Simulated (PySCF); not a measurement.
A calculated (r2SCANh, PySCF 2.14, aug-cc-pVTZ, no relativity, point nucleus) atom or ion has these occupied shells.

| shell | electrons | orbital energy (eV) | rms radius, mean of both spins (bohr) |
| --- | --- | --- | --- |
| 1s β | 1 | -4401.7 | 0.0852 |
| 1s α | 1 | -4401.7 | 0.0852 |
| 2s α | 1 | -480.09 | 0.375 |
| 2s β | 1 | -479.85 | 0.375 |
| 2p α | 3 | -395.08 | 0.342 |
| 2p β | 3 | -394.88 | 0.342 |
| 3s α | 1 | -57.254 | 1.16 |
| 3s β | 1 | -56.450 | 1.16 |
| 3p α | 3 | -35.047 | 1.27 |
| 3p β | 3 | -34.158 | 1.27 |
| 4s α | 1 | -4.439 | 3.95 |
| 3d α | 1 | -4.362 | 2.16 |
| 4s β | 1 | -4.210 | 3.95 |

Name the element and its charge.

Sc (scandium, neutral), in [Ar] 3d1 4s2, 2D determinant.
